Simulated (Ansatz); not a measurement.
An input meant for the cluster Si₄H₈ (charge 0, singlet; atoms displaced at random, 0.15 Å in each coordinate).

```yaml
crystal:
  periodic: [false, false, false]
  atoms:
    - {symbol: Si, position_ang: [-0.945195, -0.870338, 0.052704]}
    - {symbol: Si, position_ang: [0.782203, 0.529752, 0.099060]}
    - {symbol: Si, position_ang: [0.208445, -0.354363, -0.984764]}
    - {symbol: Si, position_ang: [-0.433916, 0.594914, 0.670441]}
    - {symbol: H, position_ang: [-0.701316, 0.930298, 1.719273]}
    - {symbol: H, position_ang: [0.763946, -1.032558, -1.246667]}
    - {symbol: H, position_ang: [1.671254, 0.084746, 0.971131]}
    - {symbol: H, position_ang: [-0.505472, -1.339019, 0.629477]}
    - {symbol: H, position_ang: [1.295640, 1.581972, 0.115980]}
    - {symbol: H, position_ang: [-1.190546, 1.353411, 0.243690]}
    - {symbol: H, position_ang: [-0.031648, 0.120947, -1.790640]}
    - {symbol: H, position_ang: [-1.478592, -1.152540, -0.317919]}
basis:
  gaussian: {orbitals: def2-SVP}
hamiltonian: {xc: {name: B2GP-PLYP}}
output: {forces: true}
```

```sh
$ ansatz run in.yaml --threads 4 --pin off --events-out ev --progress --plain --max-ram 3916MiB
```

Output, abridged:

```
Functional definition: B2GP-PLYP
  name "B2GP-PLYP"
  cite "Karton, Tarnopolsky, Lamère, Schatz & Martin, J. Phys. Chem. A 112, 12868 (2008) doi:10.1021/jp801805p"
  cite "Becke, Phys. Rev. A 38, 3098 (1988) doi:10.1103/PhysRevA.38.3098"
  cite "Lee, Yang & Parr, Phys. Rev. B 37, 785 (1988) doi:10.1103/PhysRevB.37.785"
  parameter a = 0.65
  parameter c = 0.36
  exchange = (1 - a)*b88_x + a*exact_x
  correlation = (1 - c)*lyp_c + c*(mp2_os + mp2_ss)
1073 factors; integrals over basis functions are off by at most 4.1e-4 eV
mean field evaluation 1: about -31497.8061 eV, gradient 3.4e1 eV
mean field evaluation 2: about -31497.8848 eV, gradient 3.4e1 eV
mean field evaluation 4: about -31501.3732 eV, gradient 1.8e0 eV
mean field evaluation 8: about -31501.3907 eV, gradient 1.4e-1 eV
mean field evaluation 16: about -31501.3909 eV, gradient 2.8e-4 eV
mean field -31501.39090366 eV, -1157.6547633000 hartree, gradient 8.5e-6 eV, S^2 0.000000; 0 other end points of the search recorded, 0 dependent functions left out
20 core orbitals not correlated: weight in the atoms' cores, before any rotation towards them, 0.998 or more for the frozen orbitals, at most 0.001 for the correlated occupied ones
reference -31501.39102772 eV, -1157.6547678589 hartree; 12, 12 occupied and 80, 80 virtual orbitals, 1073 factors
second order -16.20721302 eV of doubles, -0.00000000 eV of singles
the calculation of the forces begins
Total energy: -31507.22562441 eV, -1157.8691853323 hartree
Atom 0 at    -0.945195    -0.870338     0.052704 Å, force    25.208621    40.779491    30.226927 eV/Å
Atom 1 at     0.782203     0.529752     0.099060 Å, force    82.134816    16.632589    -2.687868 eV/Å
Atom 2 at     0.208445    -0.354363    -0.984764 Å, force   -10.569612    -5.046602   -14.879877 eV/Å
Atom 3 at    -0.433916     0.594914     0.670441 Å, force   -54.393890    16.008080    38.835461 eV/Å
Atom 4 at    -0.701316     0.930298     1.719273 Å, force    -3.988184     4.367176    14.457987 eV/Å
Atom 5 at     0.763946    -1.032558    -1.246667 Å, force    26.514591   -32.195326   -13.533832 eV/Å
Atom 6 at     1.671254     0.084746     0.971131 Å, force     2.816531    -2.735157     2.766797 eV/Å
Atom 7 at    -0.505472    -1.339019     0.629477 Å, force    28.204941   -30.744585    35.855412 eV/Å
Atom 8 at     1.295640     1.581972     0.115980 Å, force     6.037680    11.136365    -0.455375 eV/Å
Atom 9 at    -1.190546     1.353411     0.243690 Å, force    -8.355035     9.092011    -6.420877 eV/Å
Atom 10 at    -0.031648     0.120947    -1.790640 Å, force    -9.416536    17.099916   -28.072356 eV/Å
Atom 11 at    -1.478592    -1.152540    -0.317919 Å, force   -84.193924   -44.393958   -56.092400 eV/Å
Dipole moment:    -0.088253    -0.160417    -0.109856 e Å
```

In this input the geometry is squeezed to about two thirds of its size. The calculation finished and met its thresholds. The result belongs to that input, not to the species as meant.

Correlated methods freeze 20 core orbitals.
